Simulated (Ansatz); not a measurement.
Reactions of C2H7BO2Si (`CB(O)[SiH]1CO1`).

Isolated molecules relaxed with PBE0-D4/def2-TZVP in Ansatz; ΔE leaves out vibrations. CCSD(T)/CBS is the MP2 limit (def2-TZVPP, def2-QZVPP) plus CCSD(T) − MP2 in def2-TZVPP, frozen cores. This one scheme is used for every species, atoms too. DFT in def2-TZVPP. Open shells (•) are unrestricted, without spin–orbit coupling. Spin–orbit coupling would lower the free atoms: a little for B, C, O, Si. Elements past krypton have def2 core potentials. Bonds to Br, I, Te are less sure, by a few kJ/mol each and by 10 to 20 or more in all where they break to atoms, as the def2 sets lack core-valence functions. Scalar relativity is left out up to krypton. One conformer a species, not always the lowest.

```json
{"reaction": "`CB(O)[SiH]1CO1` + HI → `I[SiH]1CO1` + `CBO`", "MP2/CBS(def2) (kJ/mol)": "-124", "B2PLYP (kJ/mol)": "-108", "CCSD(T)/CBS(def2) (kJ/mol)": "-110"}
{"reaction": "`CB(O)[SiH]1CO1` + H₂Te → `[TeH][SiH]1CO1` + `CBO`", "MP2/CBS(def2) (kJ/mol)": "-101", "B2PLYP (kJ/mol)": "-85", "CCSD(T)/CBS(def2) (kJ/mol)": "-88"}
{"reaction": "`CB(O)[SiH]1CO1` + `[SiH3]Cl` → `Cl[SiH2][SiH]1CO1` + `CBO`", "MP2/CBS(def2) (kJ/mol)": "-17", "B2PLYP (kJ/mol)": "-16", "CCSD(T)/CBS(def2) (kJ/mol)": "-17"}
{"reaction": "`CB(O)[SiH]1CO1` + `C[SiH3]` → `[SiH3]C[SiH]1CO1` + `CBO`", "MP2/CBS(def2) (kJ/mol)": "-38", "B2PLYP (kJ/mol)": "-29", "CCSD(T)/CBS(def2) (kJ/mol)": "-32"}
{"reaction": "`CB(O)[SiH]1CO1` → B• + 2 C• + 7 H• + 2 O• + Si•", "MP2/CBS(def2) (kJ/mol)": "5171", "B2PLYP (kJ/mol)": "5018", "CCSD(T)/CBS(def2) (kJ/mol)": "5064"}
{"reaction": "`CB(O)[SiH]1CO1` + HBr → `Br[SiH]1CO1` + `CBO`", "MP2/CBS(def2) (kJ/mol)": "-128", "B2PLYP (kJ/mol)": "-119", "CCSD(T)/CBS(def2) (kJ/mol)": "-118"}
{"reaction": "`CB(O)[SiH]1CO1` + `N[SiH3]` → `[SiH3]N[SiH]1CO1` + `CBO`", "MP2/CBS(def2) (kJ/mol)": "-109", "B2PLYP (kJ/mol)": "-102", "CCSD(T)/CBS(def2) (kJ/mol)": "-102"}
```

Largest T1 diagnostic: 0.015, for `CB(O)[SiH]1CO1`.
